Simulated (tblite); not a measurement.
Species: C₆H₁₁OP.
SMILES with atom numbers: `[CH2:1]=[P@:2]1([CH3:3])[C:4]([CH3:5])=[C:6]1[O:7][CH3:8]` (hydrogens: H9, H10 on C1; H11, H12, H13 on C3; H14, H15, H16 on C5; H17, H18, H19 on C8)

A start from a force field or distance geometry was refined with tblite 0.8.0, GFN2-xTB geometry optimisation, gas phase. Values at the start:

```tsv
coordinate	start
C1=P2	1.741 Å
C1–H9	1.101 Å
P2–C3	1.793 Å
P2–C4	1.659 Å
P2–C6	1.893 Å
C3–H11	1.103 Å
C4–C5	1.460 Å
C4=C6	1.310 Å
C5–H14	1.091 Å
C6–O7	1.378 Å
O7–C8	1.419 Å
C8–H17	1.094 Å
C1–P2–C4	116.4°
C1–P2–C6	91.1°
P2–C4–C5	132.4°
P2–C4–C6	78.2°
P2–C6–C4	59.1°
P2–C6–O7	128.1°
C3–P2–C6	90.6°
C4–C6–O7	118.9°
P2–C4–C6–O7	119°
C4–C6–O7–C8	136°
```

How do these coordinates change at the GFN2-xTB level?

```tsv
coordinate	GFN2-xTB (Å or °)	change
P2–C4	1.847	+0.188
P2–C6	1.794	-0.099
C6–O7	1.333	-0.045
C4=C6	1.351	+0.041
P2–C3	1.828	+0.035
C1=P2	1.707	-0.034
C4–C5	1.480	+0.020
C1–H9	1.086	-0.015
C3–H11	1.089	-0.014
C8–H17	1.089	-0.005
O7–C8	1.415	-0.004
C5–H14	1.090	-0.001
C1–P2–C6	121.6	+30.5
C1–P2–C4	139.4	+23.0
P2–C6–O7	149.3	+21.2
P2–C4–C5	153.0	+20.6
C4–C6–O7	139.5	+20.6
C3–P2–C6	109.9	+19.3
P2–C4–C6	66.2	-12.0
P2–C6–C4	70.3	+11.2
P2–C4–C6–O7	170	+51
C4–C6–O7–C8	179	+43
```

The energy falls by 304.6 kJ/mol over 150 L-BFGS steps, the largest force on an atom goes from 6.15 to 0.009 eV/Å, and the atoms move by 0.772 Å rms after alignment. The bond that changes most is P2–C4 (ends: phosphorus bonded to 4 C; fully substituted alkene carbon), which lengthens by 0.188 Å. Bonds longer at the end by more than 0.005 Å: 5 of 19; shorter: 10. Among the dihedrals that turn most is P2–C6–O7–C8, from -152° to -18°. Rotational constants go from 2176, 1490, 1162 to 1739, 1519, 1042 MHz.

The run took 1.2 s of wall time on an Arm Neoverse V1 with one thread, on a shared host.

Its GFN2-xTB frequencies are all real (lowest 72 cm⁻¹). The numbers are those of one conformer.

All values are computed, not measured.
